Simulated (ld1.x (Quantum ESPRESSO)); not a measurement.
**Pseudopotential generation for terbium (Tb): TM, LDA (PZ), scalar-relativistic.**

```
Element                 : Tb
Generator               : ld1.x (Quantum ESPRESSO) 7.5
Type                    : norm-conserving Troullier–Martins (Kleinman–Bylander form)
Functional              : LDA (PZ)
Relativity              : scalar-relativistic
Frozen core             : [Xe] 4f8
Valence charge          : 3
Reference configuration : 5d1 6s1 6p1
Partial waves           : 6s (bound): rc 3.55 bohr; 5d (bound): rc 2.05 bohr; 6p (bound): rc 4.20 bohr
Local potential         : the p channel
Core correction         : a·sin(br)/r model core inside 1.20 bohr
```

All-electron outer shells of the reference configuration (LDA (PZ), scalar-relativistic, ld1.x):

| shell | level (eV) | outermost node (bohr) | outermost maximum (bohr) |
| --- | --- | --- | --- |
| 5p | -29.31 | 0.69 | 1.33 |
| 4f | -10.50 | – | 0.55 |
| 6s | -5.13 | 1.57 | 3.24 |
| 5d | -3.65 | 0.77 | 1.94 |
| 6p | -2.00 | 1.88 | 4.37 |

Estimate the cutoffs (Ry, on a coarse ladder) from which the occupation-weighted sum of valence levels, in a spherical-Bessel basis at the reference potential, stays within 10 and 1 mRy of its value at 400 Ry.

15 Ry and 21 Ry.

What does a ghost test show?

No extra level below or beside the all-electron valence levels (s, d, p, f tested). The logarithmic derivative shows an extra or strongly shifted pseudo pole above the reference energy (s near 1.60 Ry).

Which valence shell sets the plane-wave cutoff?

5d: its level needs 21 Ry to come within 1 mRy, against 8 Ry for 6s.

Tests: 5d1 6s2 6p0; 5d1 6s1 6p0; 5d1 6s0 6p0; 5d1.5 6s1.5 6p0; 5d2 6s0 6p0; 5d1 6s0 6p1; 5d2 6s1 6p0. Which has the largest error in its energy relative to the reference configuration, and how large is it?

5d2 6s0 6p0, with -104 meV (all-electron minus pseudo) on +5.25 eV.
